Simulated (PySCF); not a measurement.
**How methods differ on the excitation energy of Sc**

Sc [Ar] 3d1 4s2 (2D) → Sc [Ar] 3d3 (4F), as a difference of total energies. All numbers are calculated (PySCF 2.14, the non-relativistic Hamiltonian (point nucleus), in def2-QZVPPD). Correlated levels: valence: [Ar] frozen; valence and next inner shell: [Ne] frozen. The calculations carry no spin-orbit coupling.

```tsv
method	excitation energy (eV)
UHF	4.503
LDA	2.879
PBE	2.848
PBE0	3.189
MN15	3.828
revPBE	2.825
LC-wPBE	3.171
r2SCAN0	3.236
MP2 (valence)	4.497
SCS-MP2 (valence)	5.129
MP2 (valence and next inner shell)	4.077
SCS-MP2 (valence and next inner shell)	4.742
```

Q: How much does correlation contribute at MP2 (valence and next inner shell)?

A: 4.077 − (4.503) = -0.426 eV, measured against UHF.
